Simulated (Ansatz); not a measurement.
BCl3 adduct: r2SCAN-D4/def2-TZVP single points in Ansatz on relaxed structures, gas phase. Binding counts from free atoms in the multiplicity of their measured ground term, without zero-point energy. The structures are stationary points that may keep the symmetry of their start.

```csv
species,atoms,state,geometry,HOMO (eV),LUMO (eV),gap (eV),binding per atom (eV),point group (within 0.1 Å)
B(H2O)Cl3 (BCl3OH2),7,singlet,r2SCAN-D4/def2-SVP,-7.31,-0.74,6.57,3.52,–
B(H2S)Cl3 (BH2SCl3),7,singlet,PBE0-D4/def2-SVP,-7.29,-1.57,5.72,3.20,Cs
B(NH3)Cl3 (BNCl3H3),8,singlet,PBE0-D4/def2-SVP,-6.99,-0.42,6.57,3.53,C3v
B(PH3)Cl3 (BPH3Cl3),8,singlet,B3LYP-D4/def2-SVP,-7.16,-1.03,6.13,3.15,–
B(NHMe2)Cl3 (C2H7BCl3N),14,singlet,PBE-D4/def2-SVP,-6.89,-0.04,6.84,3.82,Cs
B(NH2tBu)Cl3 (C4H11BCl3N),20,singlet,PBE-D4/def2-SVP,-6.81,-0.38,6.43,3.96,–
```

**Question.** Estimate the rows for B(OCMe2)Cl3 (C3H6BCl3O) (singlet, B3LYP-D4/def2-SVP geometry); B(OPMe3)Cl3 (C3H9BCl3OP) (singlet, r2SCAN-D4/def2-SVP geometry).

**Answer.** 
| species | atoms | state | geometry | HOMO (eV) | LUMO (eV) | gap (eV) | binding per atom (eV) | point group (within 0.1 Å) |
| --- | --- | --- | --- | --- | --- | --- | --- | --- |
| B(OCMe2)Cl3 (C3H6BCl3O) | 14 | singlet | B3LYP-D4/def2-SVP | -6.76 | -3.59 | 3.18 | 4.11 | – |
| B(OPMe3)Cl3 (C3H9BCl3OP) | 18 | singlet | r2SCAN-D4/def2-SVP | -6.32 | -0.55 | 5.77 | 3.94 | – |

The gap (eV) runs from 3.18 (B(OCMe2)Cl3) to 6.84 (B(NHMe2)Cl3).
